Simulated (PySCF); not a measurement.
**Predicted spectroscopic data**

Computational details: geometry: GFN2-xTB, σ from GIAO-PBE0/pcSseg-1, in PySCF 2.14 (averaged over atoms made equivalent by symmetry, fast rotation or ring inversion, single conformer, isolated molecule, no relativistic terms).

Chemical shifts δ = σref − σ; 1H and 13C vs TMS, all at this level. Where no couplings were computed, multiplicities follow the n + 1 count of equivalent neighbours, and m marks all less simple cases (inequivalent or close neighbours, rings, F or P nearby). Shifts are as computed. Against solution values, carbons near 30 ppm lie about +3 ppm off and those near 130 ppm about +5 ppm (rms about the fit 2.1 ppm; single classes can miss by 10 ppm). Of 1328 compounds with measured shifts, 309 miss one by over three times the rms of a fit or turn the order of signals round; such compounds aren't used in these exercises. Signals without a measured value on file couldn't be tested in this way; 1H shifts scatter by 0.2 ppm about their fit, and single ones miss by 0.5 ppm.

**1.** `C1[C@@]2(C#N)C=C[C@@H](C1)C2`, C8H9N. 1H NMR (400 MHz, computed): δ 6.50 (m, 1H), 6.33 (d, 1H), 2.82 (m, 1H), 2.11 (m, 1H), 1.97 (m, 1H), 1.81 (m, 1H), 1.50 (m, 1H), 1.44 (m, 1H), 1.21 (m, 1H). 13C{1H} NMR (computed): δ 145.9, 144.4, 127.1, 58.5, 46.0, 41.4, 34.5, 28.5.

**2.** SMILES c1ccc(C2CC2)nc1, C8H9N. 1H NMR (400 MHz, computed): δ 8.75 (d, 1H), 7.80 (m, 1H), 7.43 (d, 1H), 7.13 (m, 1H), 1.80 (m, 1H), 1.27 (m, 2H), 0.96 (m, 2H). 13C{1H} NMR (computed): δ 170.1, 155.6, 141.7, 127.2, 124.5, 20.6, 14.8.

**3.** SMILES [SiH3]O[SiH]1CC1, C2H8OSi2. 1H NMR (400 MHz, computed): δ 5.02 (s, 3H), 4.82 (m, 1H), 1.02 (m, 2H), 0.39 (m, 2H). 13C{1H} NMR (computed): δ -2.0.
